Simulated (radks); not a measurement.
Problem. Successive ionisation energies (eV) of one element, from differences of total energies of ions in their ground configurations, starting at charge 0: 5.265, 10.597, 27.714, 46.357, 68.944, 82.213, 95.676, 114.79, 129.63, 144.61, 173.42, 201.25, 230.46, 242.51, 261.96, 435.04, 468.54, 502.58, 537.12, 572.09, 617.28, 654.23. All-electron calculation, non-relativistic Kohn-Sham, PBE, spin-polarised, spherical densities, point nucleus; open shells are filled with parallel spins first (spin-orbit coupling, left out, can overturn this in heavy ions); relativity is left out, which matters for an element this heavy. Program: a radial shooting solver on a logarithmic mesh with Libxc functionals. Which element is it?

Solution. Promethium (Z = 61). The first species listed is Pm in [Xe] 4f5 6s2, the last Pm21+ in [Kr] 4d4.
